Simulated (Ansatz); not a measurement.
Total energies of CH$_{2}$BBrClIn.

```csv
atom,x (Å),y (Å),z (Å)
Cl1,-0.7637,-0.1132,-2.7021
C2,-0.3657,0.0300,-1.0425
Br3,-1.4360,1.4276,-0.1795
B4,0.6053,-0.7263,-0.2969
In5,0.4184,0.1291,1.6814
H6,1.3184,-1.5944,-0.6843
H7,0.2233,0.8472,3.2239
```

The species carries charge 0 and has multiplicity 1. Correlated methods include outer-core shells of Br, In, which these sets cover unevenly. Scalar relativity is left out up to krypton. In: def2 effective core potential. The bonds changed during the relaxation, so this is another structure than the one it started from. Geometry: relaxed with PBE0-D4/def2-TZVP. Basis def2-TZVPP, the Gaussian-basis code of Ansatz.

RPA on PBE orbitals: Hartree–Fock energy of these orbitals -3284.72998 Eh, correlation -1.56353 Eh (frozen core).

| functional | energy without D4 (Eh) | D4 term (kJ/mol) |
| --- | --- | --- |
| LDA (SPW92) | -3282.65043 | – |
| PBE | -3287.98163 | -24.0 |
| r2SCAN | -3288.62637 | -5.2 |
| PBE0 | -3288.10667 | -20.5 |
| B3LYP | -3288.74950 | -39.8 |
| r2SCAN0 | -3288.57612 | -6.5 |
| HSE06 (plane-wave form) | -3288.09875 | -19.5 |
| BHLYP | -3288.49992 | -36.5 |
| CAM-B3LYP | -3288.70544 | -21.5 |
| LC-ωPBE | -3288.12053 | – |
| ωB97X-V | -3288.28937 | – |
| ωB97M-V | -3288.38933 | – |
| B2PLYP | -3287.84832 | – |
| PBE-QIDH | -3287.49352 | – |

Question: Give the same for revPBE, BLYP, B97M-V, r2SCANh. (Best estimate.)

Answer: Computed: 
| functional | energy without D4 (Eh) | D4 term (kJ/mol) |
| --- | --- | --- |
| revPBE | -3288.37212 | -59.8 |
| BLYP | -3288.59052 | -51.5 |
| B97M-V | -3288.07222 | – |
| r2SCANh | -3288.60554 | -5.8 |

B3LYP takes the VWN-RPA correlation (the form of Gaussian; ORCA's B3LYP/G). HSE06 is the plane-wave form, built on full-range PBE exchange. The double hybrids freeze the cores in their second-order part.

LC-ωPBE has ω = 0.4 bohr⁻¹.
